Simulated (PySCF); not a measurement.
BCl2, SMILES Cl[B]Cl, doublet at its B3LYP/def2-SVP optimised geometry (Å):

```
3

Cl    -1.3675     0.7102     0.0000
B     -0.3688    -0.7102     0.0000
Cl     1.3675    -0.7102     0.0000
```

Computed with unrestricted B3LYP/def2-TZVP (PySCF).

Map of the Laplacian of the electron density (e/bohr⁵) on the plane z = 1.5 Å:

```
|00000000000000000000000000000|
|00000000000000000000000000000|
|00000000000000000000000000000|
|00000000000000000000000000000|
|00000000000000000000000000000|
|00000000000000000000000000000|
|00000001111000000000000000000|
|00000112222110000000000000000|
|00001123444321000000000000000|
|00001245666431100000000000000|
|00001357887532100000000000000|
|00012368998642110000000000000|
|00012358998643111111111000000|
|00001346787543222233322100000|
|00001234565543223455543210000|
|00000123444433334577764210000|
|00000012233333345689975310000|
|00000001122233345789986321000|
|00000000112222335689875310000|
|00000000011122234567754210000|
|00000000001111122344442110000|
|00000000000111111222221100000|
|00000000000000001111110000000|
|00000000000000000000000000000|
|00000000000000000000000000000|
|00000000000000000000000000000|
|00000000000000000000000000000|
|00000000000000000000000000000|
|00000000000000000000000000000|
```
Scale: ten equal steps from 0.000 (start of '0') to 0.033 (end of '9'), in the order '0123456789'; x runs from -3.50 to 3.50, y from -3.50 (bottom) to 3.50 (top).
